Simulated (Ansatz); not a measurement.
# A basis-limit estimate, worked out

An elementary step of Si$_{4}$H$_{13}$ClO$_{2}$, closed shell (Si₄H₁₀O ([OH][Si]([SiH3])([SiH3])[SiH3]) + HCl + H₂O → Si₃H₈O ([OH][SiH]([SiH3])[SiH3]) + SiH₄O ([OH][SiH3]) + HCl; Si–Si, H–O broken or loosened, Si–H, Si–O formed or tightened). “Start” and “end” are the PBE0-D4/def2-TZVP structures reached by relaxing down either side of its saddle point, with the molecules still in contact.

Computed with Ansatz 0.2.0 (basis: def2-TZVPP and def2-QZVPP); correlated methods freeze the cores.

Energies in eV:

| quantity | end | start |
| --- | --- | --- |
| Hartree–Fock, triple zeta (X = 3) | -48238.42997 | -48237.39862 |
| Hartree–Fock, quadruple zeta (X = 4) | -48239.97100 | -48238.91048 |
| MP2 correlation, X = 3 | -33.18027 | -33.48680 |
| MP2 correlation, X = 4 | -35.86949 | -36.19913 |
| CCSD(T) correlation, X = 3 | -37.32999 | -37.67261 |

**Question.** Work out the step energy at the basis limit: extrapolate Hartree–Fock as E(X) = E∞ + A exp(−7.88 √X) and the MP2 correlation as E(X) = E∞ + B X^−2.97 (the exponents that Neese and Valeev fitted for def2-TZVPP and QZVPP), then add CCSD(T) − MP2 in triple zeta.

**Answer.** Each step is linear, so take the differences first (end − start): Hartree–Fock -1.03135 (X = 3) and -1.06052 (X = 4); MP2 correlation 0.30653 and 0.32964; CCSD(T) correlation 0.34262.
Two points give E∞ = E(4) + w [E(4) − E(3)], with w = 1/(exp(7.88 (2 − √3)) − 1) = 0.1377 for Hartree–Fock and w = 1/((4/3)^2.97 − 1) = 0.7407 for the correlation.
Hartree–Fock: -1.06052 + 0.1377 × (-0.02917) = -1.0645 eV.
MP2 correlation: 0.32964 + 0.7407 × 0.02311 = 0.3468 eV.
CCSD(T) − MP2: 0.34262 − 0.30653 = 0.0361 eV.
Sum: -1.0645 + 0.3468 + 0.0361 = -0.6816 eV, or -15.72 kcal/mol. Plain CCSD(T) in triple zeta gives -0.6887 eV, so the larger basis shifts the result by 0.0071 eV.

T1 diagnostic: at most 0.015.

Labels in which every atom is bracketed show which atoms are joined, not bond orders.

For scale, one of the runs: CCSD(T)/def2-TZVPP, 454 basis functions, launched by `ansatz run in.yaml --threads 4 --pin off --events-out ev --progress --plain --max-ram 46080MiB --backend cuda --devices 0, --max-vram 37GiB`. Time: 20 s of wall clock on 4 CPU threads of an AMD EPYC 7R13 and a share of one NVIDIA H100; the host was shared. Peak host memory: 1.3 GiB.
